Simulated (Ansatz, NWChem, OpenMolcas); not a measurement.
# How methods differ on CsF (SMILES [F][Cs])

The species is CsF (2 atoms), meant as a singlet with charge 0. As SMILES, `[F][Cs]`. The bond length is the measured one.

```csv
atom,x (Å),y (Å),z (Å)
F,0.0000,0.0000,0.0000
Cs,0.0000,0.0000,2.3454
```

Each level gives the HOMO–LUMO gap (eV). The values are calculated.

```csv
level,kind,program,value (eV),CPU time
revPBE/def2-TZVPP (core potential),GGA,OpenMolcas,3.43,9.5 s
M06-L/def2-TZVPP (core potential),meta-GGA,OpenMolcas,4.08,12 s
r2SCAN/def2-TZVPP (core potential),meta-GGA,NWChem,4.39,42 s
PBE0/def2-TZVPP (core potential),global hybrid,OpenMolcas,5.66,9.6 s
r2SCAN0/def2-TZVPP (core potential),hybrid meta-GGA,Ansatz,6.22,4.6 s
HSE06/def2-TZVPP (core potential),range-separated hybrid,Ansatz,5.00,2.7 s
wB97M-V/def2-TZVPP (core potential),range-separated hybrid,Ansatz,8.48,31 s
wB97X/def2-TZVPP (core potential),range-separated hybrid,NWChem,9.14,27 s
```

The values span 3.43 to 9.14 eV. Orbital gaps aren't excitation energies; they tend to grow with the share of exact exchange. Times are those of the runs behind each value, whatever else they computed, on shared processors of several kinds: orders of magnitude only.
